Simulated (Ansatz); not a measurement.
One geometry of Li₆Al, several levels of theory.

```yaml
crystal:
  periodic: [false, false, false]
  atoms:
    - {symbol: Al, position_ang: [0.945660, -0.745568, -0.971373]}
    - {symbol: Li, position_ang: [1.154945, 1.752643, -0.216074]}
    - {symbol: Li, position_ang: [-1.349995, 0.353829, -1.581865]}
    - {symbol: Li, position_ang: [-0.580152, -0.090404, 1.174796]}
    - {symbol: Li, position_ang: [2.138967, -1.236317, 1.301139]}
    - {symbol: Li, position_ang: [-0.547326, -2.729975, -0.159350]}
    - {symbol: Li, position_ang: [-1.762109, 2.695793, 0.452727]}
basis:
  gaussian: {orbitals: def2-TZVPP, initial_orbitals: start.molden}
magnetization: {spin_polarized: true, initial_magnetization: 1}
correlation: {method: ccsd_t}
scf: {omitted_lower_state_checks: [starts, cluster_reference]}
output: {orbitals: {seedname: orbitals}}
```

The file start.molden holds the orbitals of an earlier run on this structure, at another level or in another basis.

```sh
$ ansatz run in.yaml --threads 4 --pin off --events-out ev --progress --plain --max-ram 3916MiB
```

It prints (some lines left out):

```
Functional definition: HF
1144 factors; integrals over basis functions are off by at most 4.8e-4 eV
mean field evaluation 1: about -7798.1372 eV, gradient 1.6e1 eV
mean field evaluation 2: about -7798.6037 eV, gradient 7.6e-1 eV
mean field evaluation 4: about -7798.8163 eV, gradient 3.3e-1 eV
mean field evaluation 8: about -7798.8232 eV, gradient 1.9e-1 eV
mean field evaluation 16: about -7798.8315 eV, gradient 2.5e-6 eV
mean field -7798.83150110 eV, -286.6017714275 hartree, gradient 1.5e-7 eV, S^2 1.907324; 0 other end points of the search recorded, 0 dependent functions left out
5 core orbitals not correlated: weight in the atoms' cores, before any rotation towards them, 1.000 or more for the frozen orbitals, at most 0.000 for the correlated occupied ones
reference -7798.83150110 eV, -286.6017714275 hartree; 11, 10 occupied and 140, 141 virtual orbitals, 1144 factors
second order -8.90249617 eV of doubles, -0.00000000 eV of singles
cycle   1  -9.87082012 eV  change   -9.7e-1 eV  update   1.4e-1
cycle   2  -10.31228077 eV  change   -4.4e-1 eV  update   8.1e-2
cycle   3  -10.48068750 eV  change   -1.7e-1 eV  update   6.2e-2
cycle   4  -10.53918792 eV  change   -5.9e-2 eV  update   4.0e-2
cycle   5  -10.59147051 eV  change   -5.2e-2 eV  update   1.9e-2
cycle   6  -10.62466386 eV  change   -3.3e-2 eV  update   1.0e-2
cycle   7  -10.62243314 eV  change    2.2e-3 eV  update   5.1e-3
cycle   8  -10.62375161 eV  change   -1.3e-3 eV  update   2.6e-3
cycle   9  -10.62602181 eV  change   -2.3e-3 eV  update   1.5e-3
cycle  10  -10.62630260 eV  change   -2.8e-4 eV  update   7.9e-4
cycle  11  -10.62615909 eV  change    1.4e-4 eV  update   4.4e-4
cycle  12  -10.62597726 eV  change    1.8e-4 eV  update   2.6e-4
cycle  13  -10.62598452 eV  change   -7.3e-6 eV  update   1.4e-4
cycle  14  -10.62600021 eV  change   -1.6e-5 eV  update   8.0e-5
cycle  15  -10.62594327 eV  change    5.7e-5 eV  update   4.6e-5
cycle  16  -10.62591553 eV  change    2.8e-5 eV  update   2.6e-5
cycle  17  -10.62590845 eV  change    7.1e-6 eV  update   1.6e-5
perturbative correction -0.52262955 eV, -0.0192062816 hartree
Total energy: -7809.98003909 eV, -287.0114726419 hartree
Checks for a lower state left out: starts, cluster_reference
```

Hardware: 4 threads of Arm Neoverse V2 on a shared host. Wall time 45 s, peak host memory 2.9 GiB.

As the first input, with `gaussian: {orbitals: def2-TZVP, initial_orbitals: start.molden}`, `hamiltonian: {xc: r2scan, dispersion: d4}`, `scf: {omitted_lower_state_checks: [starts]}` and without the key `correlation` (abridged; 8 s):

```
Functional definition: r2SCAN
mean field -7823.08128606 eV, -287.4929345879 hartree, gradient 1.6e-5 eV, S^2 0.833048
Total energy: -7823.09780444 eV, -287.4935416271 hartree
Checks for a lower state left out: starts
```

The first input with `gaussian: {orbitals: def2-TZVP, initial_orbitals: start.molden}`, `hamiltonian: {xc: {name: B3LYP}, dispersion: d4}`, `scf: {omitted_lower_state_checks: [starts]}` and without the key `correlation` (abridged; 1.9 s):

```
Functional definition: B3LYP
mean field -7825.96951072 eV, -287.5990748861 hartree, gradient 1.8e-5 eV, S^2 0.773119
Total energy: -7826.10622822 eV, -287.6040991618 hartree
Checks for a lower state left out: starts
```

First input, but with `gaussian: {orbitals: def2-TZVP, initial_orbitals: start.molden}`, `hamiltonian: {xc: {name: CAM-B3LYP}, dispersion: d4}`, `scf: {omitted_lower_state_checks: [starts]}` and without the key `correlation` (abridged; 4.3 s):

```
Functional definition: CAM-B3LYP
mean field -7821.79427470 eV, -287.4456377927 hartree, gradient 1.8e-5 eV, S^2 0.792424
Total energy: -7821.87081562 eV, -287.4484506196 hartree
Checks for a lower state left out: starts
```

First input, but with `gaussian: {orbitals: def2-TZVP, initial_orbitals: start.molden}`, `hamiltonian: {xc: pbe0, dispersion: d4}`, `scf: {omitted_lower_state_checks: [starts]}` and without the key `correlation` (abridged; 2.2 s):

```
Functional definition: PBE0
mean field -7818.59981084 eV, -287.3282434112 hartree, gradient 1.6e-5 eV, S^2 0.795063
Total energy: -7818.67052348 eV, -287.3308420528 hartree
Checks for a lower state left out: starts
```

First input, but with `gaussian: {orbitals: def2-TZVP, initial_orbitals: start.molden}`, `hamiltonian: {xc: pbe, dispersion: d4}`, `scf: {omitted_lower_state_checks: [starts]}`, `output: {forces: true, orbitals: {seedname: orbitals}}` and without the key `correlation` (abridged; 1.7 s):

```
Functional definition: PBE
mean field -7817.44911995 eV, -287.2859563010 hartree, gradient 3.4e-5 eV, S^2 0.772219
Total energy: -7817.53047754 eV, -287.2889461370 hartree
Atom 0 force     0.018389    -0.001025    -0.025829 eV/Å
Atom 1 force    -0.011923    -0.001006     0.015670 eV/Å
Atom 2 force    -0.006951    -0.000458     0.022565 eV/Å
Atom 3 force    -0.012596     0.008501    -0.000458 eV/Å
Atom 4 force    -0.013950     0.005794    -0.004804 eV/Å
Atom 5 force     0.001495     0.015909     0.006827 eV/Å
Atom 6 force     0.025536    -0.027715    -0.013972 eV/Å
Dipole moment:    -0.190809    -0.061750     0.414918 e Å
Checks for a lower state left out: starts
```

Geometry: PBE0-D4/def2-TZVP.

B3LYP takes the VWN-RPA correlation. Correlated methods freeze 5 core orbitals; core or outer-core shells of Li are correlated, in sets that lack core-valence functions. At CCSD(T)/def2-TZVPP T1 of the charge 0 doublet is large (up to 0.084), so the single-reference result is doubtful. At CCSD(T)/def2-TZVPP the charge 0 doublet is spin-contaminated (final ⟨S²⟩ up to 1.91, 0.75 for a pure state). Another isomer (doublet) lies 0.38 eV lower at PBE0-D4/def2-TZVP; other spin states weren't run for this one.
